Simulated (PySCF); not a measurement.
# Working out the ionisation energy of Hg²⁺

Hg²⁺ [Xe] 4f14 5d10 (1S) → Hg³⁺ [Xe] 4f14 5d9 (2D). All numbers are calculated (PySCF 2.14, scalar relativity through the core potential, in aug-cc-pVDZ-PP with ECP60MDF (5s5p4d2f, 54 functions)). Frozen: 5s2 5p6. Energies in hartree (1 hartree = 27.21139 eV):

```csv
part,Hg²⁺ (lower),Hg³⁺ (upper)
UHF,-151.598707,-150.363933
MP2 opposite-spin,-0.169729,-0.130068
MP2 same-spin,-0.093025,-0.072369
```

Task: What does Hartree-Fock give?

Result: (-150.363933) − (-151.598707) = 1.234774 hartree = 33.600 eV.

Task: What do MP2 and SCS-MP2 (6/5 opposite-spin, 1/3 same-spin) give?

Result: The opposite-spin parts differ by 1.079 eV and the same-spin parts by 0.562 eV. MP2: 33.600 + (1.079) + (0.562) = 35.241 eV. SCS-MP2: 33.600 + 1.2 × (1.079) + (0.562)/3 = 35.082 eV.

Reference: 34.49 ± 0.05 eV (measured; NIST Atomic Spectra Database, ionization energies), between the lowest levels; spin-orbit coupling is absent from the calculation.

A double-zeta basis recovers only part of the correlation energy.

What remains against the reference includes basis incompleteness, the frozen core and correlation beyond second order.
